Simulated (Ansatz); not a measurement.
Compare A (`C#CC[SiH2]F`) with its isomer B (`CC1=C(F)[SiH2]1`).

Computed with Ansatz on PBE0-D4/def2-TZVP structures; ΔE is electronic, products minus reactants. CCSD(T)/CBS is the MP2 limit (def2-TZVPP, def2-QZVPP) plus CCSD(T) − MP2 in def2-TZVPP, frozen cores. DFT in def2-TZVPP. B3LYP here is the variant with VWN-RPA as its local correlation; programs differ in this. One conformer a species, not always the lowest.

**Question.** Which isomer does CCSD(T)/CBS put lower? Give the gap. (Estimate.)

**Answer.** Ansatz gave: A, by 222.9 kJ/mol.

**Question.** Give E(B) − E(A) in kJ/mol with CCSD(T)/def2-TZVPP, PBE0-D4, B2PLYP, B3LYP-D4, r2SCAN-D4, ωB97M-V, MP2/def2-TZVPP. (An estimate is asked.)

**Answer.** Computed: CCSD(T)/def2-TZVPP 218.2, PBE0-D4 180.4, B2PLYP 219.6, B3LYP-D4 209.0, r2SCAN-D4 192.2, ωB97M-V 205.9, MP2/def2-TZVPP 228.8. None reverses the order clearly.

Largest T1 diagnostic: 0.013.

From PBE to PBE0 (25 % exact exchange), in def2-TZVPP and without D4, E(B) − E(A) moves by +8.5 kJ/mol. In def2-TZVPP, CCSD(T) changes the Hartree–Fock value by −24.8 kJ/mol (the triples alone add −5.2 kJ/mol) and MP2 by −14.3 kJ/mol.
